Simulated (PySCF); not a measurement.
**B2H4O5**

The system: B2H4O5, a molecule; neutral, singlet. The structure, one conformer, was relaxed in the gas phase by PBE0-D3(BJ)/def2-SVP. No frequency run checks that it is a minimum.

SMILES: OB(O)OB(O)O

Coordinates in Å:
```
O1      2.285   -0.333   -0.176
B2      1.003    0.097   -0.036
O3      0.761    1.436    0.134
O4     -0.041   -0.778   -0.064
B5     -1.400   -0.490    0.061
O6     -1.877    0.761    0.233
O7     -2.275   -1.527    0.005
H8      2.331   -1.287   -0.289
H9      1.567    1.961    0.138
H10    -1.156    1.406    0.258
H11    -1.815   -2.361   -0.120
```

Shieldings: GIAO PBE0/pcSseg-2. Shifts are against computed references at the same level: H TMS (σ 31.24 ppm). Core levels by delta-SCF with SCAN, pcX-2 on the ionised atom and pcseg-1 elsewhere, spin-free X2C; from the vacuum level, for chosen atoms.

(1) Give the shieldings and core levels atom by atom.

(2) Which of O1, O3, O4 holds its core electrons tightest, and by how much against the loosest?

(3) By CAM-B3LYP/def2-SVPD (TDDFT singlets, Tamm-Dancoff triplets, ionisation by delta-SCF), where does absorption start, and what does vertical ionisation take?

Results:

(1) 
```
atoms  bonded to  σ (ppm)  δ (ppm)  core level (eV)
   O1  1 B + 1 H    242.0        -        1s 539.70
   B2        3 O     81.6        -        1s 198.89
   O3  1 B + 1 H    248.6        -        1s 539.87
   O4        2 B    205.5        -        1s 539.00
   B5        3 O     81.1        -        1s 198.37
   O6  1 B + 1 H    237.2        -                -
   O7  1 B + 1 H    240.7        -                -
   H8        1 O    28.22     3.02                -
   H9        1 O    27.80     3.44                -
  H10        1 O    25.58     5.66                -
  H11        1 O    28.63     2.62                -
```

Values are those of this one static structure; atoms that internal rotation interchanges would show their mean in an NMR spectrum.

(2) O3 (bonded to 1 B + 1 H), by 0.87 eV over O4 (bonded to 2 B).

(3) The lowest singlet lies at 8.10 eV (f 0.003), the strongest of the first 6 at 9.27 eV (f 0.064), the lowest triplet at 7.89 eV; vertical ionisation takes 11.88 eV.
